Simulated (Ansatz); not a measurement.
Species: sum formula SiN$_{3}$H$_{6}$, charge -1, multiplicity 1. It need not be the lowest isomer of its formula. Whether it binds its extra electron was not tested at this geometry. 
Coordinates optimised at B3LYP-D3(BJ)/def2-TZVP (Ansatz, a program for electronic structure):
```
Si
N 1 1.6488
H 2 1.0161 1 116.15
N 1 1.7850 2 115.54 3 -44.62
H 4 1.0144 1 111.31 2 -43.22
H 4 1.0154 5 107.86 1 125.60
N 1 1.7879 2 109.16 3 -168.26
H 7 1.0137 1 111.98 2 -106.18
H 7 1.0155 8 107.33 1 -119.44
H 1 1.5279 2 123.29 3 76.26
```
Charge -1, spin multiplicity 1.

Basis-set convergence of Hartree-Fock and CCSD(T) correlation energies (hartree) with Ansatz. Correlated levels leave the core frozen unless marked. Spin-orbit coupling is left out. Non-relativistic. This anion needs diffuse functions, which these sets lack.

```csv
basis,functions,E(HF),"E(corr, CCSD(T))"
cc-pV(D+d)Z,95,-455.81511,-0.68360
cc-pV(T+d)Z,213,-455.90369,-0.85072
cc-pV(Q+d)Z,409,___,___
```

### Question
Some entries are withheld; supply them.

### Answer

- cc-pV(Q+d)Z, E(HF): -455.92657
- cc-pV(Q+d)Z, E(corr, CCSD(T)): -0.90476
